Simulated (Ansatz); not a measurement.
`[O]=[Mo](=[O])([OH])[Cl]` + H–F → `[O]=[Mo](=[O])([OH])[F]` + HCl at 500 K and 1 bar (ligand exchange at a Mo–Cl bond).

Calculated with Ansatz (gas phase, PBE0-D4/def2-TZVP geometries, no zero-point term in ΔE). CBS: MP2 limit from def2 TZ/QZ plus the TZ coupled-cluster correction, frozen cores. This one scheme is used for every species. def2 core potentials past Kr. For Mo outer-core shells are correlated without core-valence functions, which leaves a few kJ/mol of doubt a bond. One conformer a species, not always the lowest.

| species | CCSD(T)/CBS energy (Eh) | H − E (kJ/mol) | S (J/(mol·K)) |
| --- | --- | --- | --- |
| `[O]=[Mo](=[O])([OH])[Cl]` | -754.20258 | 95.6 | 391.6 |
| H–F | -100.39570 | 39.4 | 188.7 |
| `[O]=[Mo](=[O])([OH])[F]` | -394.21125 | 96.6 | 378.6 |
| HCl | -460.38127 | 32.5 | 201.9 |

H − E and S are ideal-gas, rigid-rotor, harmonic terms from PBE0-D4/def2-TZVP, for one conformer and one mirror image of each species. 1 Eh = 2625.50 kJ/mol, R = 8.31446 J/(mol·K).

Problem. By hand: ΔE, ΔH, ΔS and ΔG.

Solution. ΔE = (-394.21125) + (-460.38127) − (-754.20258) − (-100.39570) = 0.00576 Eh = 15.1 kJ/mol. Δ(H − E) = 96.6 + 32.5 − 95.6 − 39.4 = -5.9, so ΔH = 9.2 kJ/mol. ΔS = 378.6 + 201.9 − 391.6 − 188.7 = 0.2 J/(mol·K). ΔG = 9.2 − 500 × (0.2)/1000 = 9.1 kJ/mol.

Problem. By hand: the equilibrium constant, and the temperature at which ΔG would vanish if ΔH and ΔS stayed fixed.

Solution. log₁₀ K = −ΔG/(RT ln 10) = -1.0. ΔG = 0 at ΔH/ΔS = 46000 K, far beyond where these terms or the molecules hold.

The number of gas molecules stays the same, so ΔS is small and ΔH decides. A doubt of 5 kJ/mol in ΔE shifts log₁₀ K by 0.5 here. Other conformers and mirror images would add mixing entropy, several J/(mol·K) or more a flexible species. These are equilibria of isolated gas molecules and say nothing of rates. Largest T1 diagnostic: 0.025 (customary marks: 0.02 for closed shells, 0.045 for open ones).
